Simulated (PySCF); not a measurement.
Pt(OH) (HOPt), SMILES [OH][Pt] (connectivity only; charge and spin as stated), neutral, multiplicity 2.

Geometry optimised at B3LYP-D3(BJ)/def2-TZVPD. The multiplicity is an assumed one; other spin states were not compared. The def2 effective core potentials stand for the cores of Pt; spin–orbit coupling is left out.

Two levels are set side by side: PBE/def2-TZVPD (PySCF) and PBE0/def2-TZVPD (PySCF). Same geometry, gas phase. Differences are taken from unrounded values.

```csv
quantity,PBE0,PBE,PBE minus PBE0
α-spin orbital gap (eV),3.77,1.58,-2.19
β-spin orbital gap (eV),2.92,0.24,-2.68
dipole moment (D),2.05,1.49,-0.56
mean polarisability (bohr³),44.6,45.7,1.1
```

Rough cost on one machine, each run with all the roots and properties that it gave: PBE0 against PBE about 2 times.
